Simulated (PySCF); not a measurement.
## Kr²⁺ (krypton, charge +2) across methods

[Ar] 3d10 4s1 4p5, high-spin 3P determinant (an excited configuration). Computed with PySCF 2.14 in dyall-av2z, with no relativity, point nucleus. The B2PLYP total includes its PT2 part (frozen core); its orbital energies are those of the SCF part.

```
   method  E (hartree)  mean ε 4s α (eV)  mean ε 4p α (eV)  mean ε 4p β (eV)  Σ⟨r²⟩ (bohr²)   ⟨S²⟩
      PBE    -2751.453           -46.785           -32.442           -30.389          26.86  2.001
      LDA    -2748.161           -46.884           -32.524           -30.605          26.85  2.001
BHandHLYP    -2751.822           -52.438           -35.784           -32.553          27.01  2.003
     PBE0    -2751.529           -49.726           -34.240           -31.524          26.89  2.002
CAM-B3LYP    -2751.963           -51.290           -35.612           -33.044          26.94  2.001
   B2PLYP    -2751.416           -52.596           -35.817           -32.370          27.05  2.003
   revPBE    -2751.632           -46.755           -32.418           -30.314          26.85  2.001
   r2SCAN    -2751.818           -48.082           -33.098           -30.572          26.87  2.002
```

(1) Estimate the same row for UHF.

## Answers

(1) E (hartree) = -2750.10123; mean ε 4s α (eV) = -57.578; mean ε 4p α (eV) = -38.708; mean ε 4p β (eV) = -33.550; Σ⟨r²⟩ (bohr²) = 27.25; ⟨S²⟩ = 2.007.
